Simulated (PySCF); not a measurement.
## Basis-set dependence of PI at r²SCAN

PySCF, UKS reference; triplet, unpaired electrons π ↑↑; De to P + I without counterpoise correction.

| basis | relativity | functions | Re (Å) | ωe (cm⁻¹) | De (eV) | μ (D) |
| --- | --- | --- | --- | --- | --- | --- |
| x2c-SVPall | spin-free X2C | 54 | 2.401 | 367 | 2.50 | 0.13 |
| def2-SVPD | scalar-relativistic core potentials | 59 | 2.402 | 367 | 2.53 | 0.04 |
| def2-TZVPP | scalar-relativistic core potentials | 92 | 2.377 | 375 | 2.63 | 0.19 |

Question: How does each smaller set differ from the one with most functions, def2-TZVPP?

Answer: x2c-SVPall: +2.4 pm, -2.1 % in ωe, -0.13 eV in De; def2-SVPD: +2.5 pm, -2.1 % in ωe, -0.10 eV in De. All at r²SCAN; the set with most functions is neither the basis-set limit nor always the best. The rows treat relativity differently, so the differences are not basis effects alone.

A positive dipole means P(−)I(+). Spin–orbit coupling is left out, which matters for elements this heavy, above all for dissociation energies. The state is the lowest determinant that a PBE0 search found; another state may lie lower at other levels.
